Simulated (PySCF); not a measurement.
Isomers of C5H13B, mass 84.111 u with the commonest isotopes. Theory: PySCF 2.14.0, PBE0-D3(BJ)/def2-SVP geometry optimisation, gas phase. One conformer each, none proved a minimum here; rigid rotors.

Problem. Order these by rotational constant C, smallest first.
A. BMe2(iPr) (`CB(C)C(C)C`)
B. `[BH2:1][C:2]([CH3:3])([CH3:4])[CH2:5][CH3:6]` with H–B1–C2–C3 154° and -32°, B1–C2–C5–C6 -56°
C. `[CH3:1][CH2:2][CH2:3][B:4]([CH3:5])[CH3:6]` with C1–C2–C3–B4 176°, C2–C3–B4–C5 -25°

Solution. C (1372 MHz), A (2095 MHz), B (2422 MHz).

Problem. Order these by rotational constant A, largest first.
A. `[CH3:1][CH2:2][CH2:3][B:4]([CH3:5])[CH3:6]` with C1–C2–C3–B4 176°, C2–C3–B4–C5 -25°
B. BMe2(iPr) (`CB(C)C(C)C`)
C. `[BH2:1][C:2]([CH3:3])([CH3:4])[CH2:5][CH3:6]` with H–B1–C2–C3 154° and -32°, B1–C2–C5–C6 -56°

Solution. A (6225 MHz), C (4486 MHz), B (4022 MHz).

Problem. Order these by rotational constant B, smallest first.
A. `[BH2:1][C:2]([CH3:3])([CH3:4])[CH2:5][CH3:6]` with H–B1–C2–C3 154° and -32°, B1–C2–C5–C6 -56°
B. `[CH3:1][CH2:2][CH2:3][B:4]([CH3:5])[CH3:6]` with C1–C2–C3–B4 176°, C2–C3–B4–C5 -25°
C. `CC(B(C)C)C` (BMe2(iPr))

Solution. B (1652 MHz), C (2369 MHz), A (2606 MHz).

```json
{"SMILES": "BC(C)(C)CC", "point group": "C1", "Ia (u·Å²)": "112.67", "Ib (u·Å²)": "193.92", "Ic (u·Å²)": "208.66", "κ": "-0.82", "μa (D)": "0.11", "μb (D)": "0.34", "μc (D)": "0.59"}
{"SMILES": "CB(C)C(C)C", "point group": "C1", "Ia (u·Å²)": "125.65", "Ib (u·Å²)": "213.37", "Ic (u·Å²)": "241.19", "κ": "-0.72", "μa (D)": "0.13", "μb (D)": "0.05", "μc (D)": "0.02"}
{"SMILES": "CCCB(C)C", "point group": "C1", "Ia (u·Å²)": "81.19", "Ib (u·Å²)": "305.99", "Ic (u·Å²)": "368.40", "κ": "-0.88", "μa (D)": "0.06", "μb (D)": "0.02", "μc (D)": "0.03"}
```
